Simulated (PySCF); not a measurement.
## Correlation energy of B (boron, neutral)

[He] 2s2 2p1, 2P determinant. Calculation: PySCF 2.14, in x2c-SVPall; scalar relativity by spin-free X2C-1e. Frozen: 1s2; 3 electrons correlated.

MP2 pair energies summed by pair of shells (mhartree):

```json
{"pair": "2s-2s", "energy": "-21.67", "share (%)": "60.4"}
{"pair": "2s-2p", "energy": "-14.21", "share (%)": "39.6"}
```

Total MP2 correlation energy: -35.88 mhartree.

Same-spin part -2.33 and opposite-spin part -33.55 mhartree; SCS-MP2 scales them by 1/3 and 6/5 to -41.04 mhartree.

| level | correlation energy (mhartree) |
| --- | --- |
| CCSD | -56.90 |
| (T) | -0.85 |
| CCSD(T) | -57.75 |

Diagnostics: T1 = 0.011, D1 = 0.0216, largest double amplitude 0.138.

Cost of the coupled-cluster step: 0.09 s of wall time on 1 thread of Neoverse-V1 (shared host), for 3 correlated electrons.
